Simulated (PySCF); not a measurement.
Tl (thallium, neutral) across methods

[Xe] 4f14 5d10 6s1 6p2, high-spin 4P determinant (an excited configuration). Computed with PySCF 2.14 in x2c-QZVPPall (16s10p9d6f1g, 142 functions), with scalar relativity by spin-free X2C-1e.

```csv
method,E (hartree),mean ε 5d β (eV),mean ε 6s α (eV),mean ε 6p α (eV),Σ⟨r²⟩ (bohr²),⟨S²⟩
PBE,-20249.56,-16.687,-11.229,-3.677,74.16,3.752
UHF,-20243.62443,-24.050,-15.702,-6.671,73.91,3.758
LDA,-20237.31,-16.903,-11.455,-3.775,73.87,3.752
r2SCAN,-20249.55,-17.044,-11.763,-3.933,73.00,3.756
PBE0,-20249.29,-18.739,-12.526,-4.512,73.53,3.753
```

Spin-orbit coupling is strong in this species (close to jj coupling), so the high-spin LS determinant is a model state, not a physical level.
